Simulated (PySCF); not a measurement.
ZrO2, optimised at PBE0/def2-TZVP:

```xyz
3

Zr    -0.0048    -0.0810    -0.0767
O      0.6581     0.1662    -1.6900
O     -1.0180    -1.5214    -0.1209
```

Method: PySCF energies (xtb for GFN2) plus ideal-gas RRHO corrections (1 bar). All species are closed-shell singlets. Zr: scalar-relativistic def2 core potential, no spin-orbit coupling.

Question: List the harmonic frequencies (cm⁻¹, unscaled) at this level and at the other levels, each on its own geometry.

Answer: 
- PBE0/def2-TZVP: 310, 888, 961
- GFN2-xTB: 241, 728, 755
- PBE/def2-SVP: 300, 857, 915
